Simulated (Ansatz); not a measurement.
The cluster Si₂W₂⁻. Total charge -1; doublet. Geometry PBE0-D4/def2-SVPD; atoms count from 1.

```xyz
4

W    -1.2949    1.0116    0.5937
W    -0.2381    0.4764   -1.2611
Si   -0.2139   -1.1963    0.7674
Si    1.7469   -0.2917   -0.0999
```

In the def2 sets W takes a core potential; there is no spin–orbit coupling. The charge -1 doublet is spin-contaminated (final ⟨S²⟩ up to 1.91, 0.75 for a pure state). The geometry of the doublet was relaxed on an unsound state (⟨S²⟩ 1.87, where a pure state has 0.75). At PBE0-D4/def2-TZVPD a quartet of charge -1 lies 0.48 eV below the doublet, each at its own geometry. The structure comes from a short search, and lower isomers may exist.

Estimate the Mulliken populations from the PBE0/def2-TZVPD orbitals of Ansatz.


| atom | charge (e) | spin (α − β) | d electrons |
| --- | --- | --- | --- |
| W1 | -0.21 | 2.71 | 4.65 |
| W2 | -0.06 | -1.97 | 4.75 |
| Si3 | -0.41 | -0.03 | – |
| Si4 | -0.32 | 0.29 | – |
Mulliken values and Mayer orders depend strongly on the basis. With diffuse functions, as here, like atoms can get unlike values, and bond orders can come out too low or too high.

Where does the spin sit?

Summed by element: W 0.74, Si 0.26, of 1 unpaired in all. Largest on single atoms: W1 2.71, W2 -1.97, Si4 0.29.

And the Mayer bond orders between bonded heavy atoms (over 0.3)?

W1–W2 3.09 (2.20 Å); W1–Si3 1.18 (2.46 Å); W2–Si3 0.85 (2.63 Å); W2–Si4 1.31 (2.42 Å); Si3–Si4 1.05 (2.33 Å). Values over 0.3 also appear between atoms too far apart for a bond (W1–Si4 0.39 at 3.38 Å); they arise where an orbital or an unpaired electron spreads over both atoms.
